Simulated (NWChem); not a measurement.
CH5ClSi; SMILES C[SiH2]Cl

All runs: NWChem. Pople sets run with spherical d functions. The geometry was optimised at PBE-D3(BJ)/def2-SVP. Total energies compare along this basis series because the functional is fixed.

```tsv
level	basis functions	energy (Ha)	highest occupied level (eV)	orbital gap (eV)	dipole (D)
PBE/STO-3G	28	-781.5948	-4.83	8.09	2.73
PBE/3-21G	45	-786.4599	-7.30	6.70	2.76
PBE/6-31G*	60	-790.4101	-7.25	6.77	2.26
PBE/6-31+G*	72	-790.4147	-7.40	6.56	2.20
PBE/6-311G**	100	-790.4839	-7.45	6.76	2.27
PBE/6-311++G**	117	-790.4856	-7.44	6.55	2.12
```
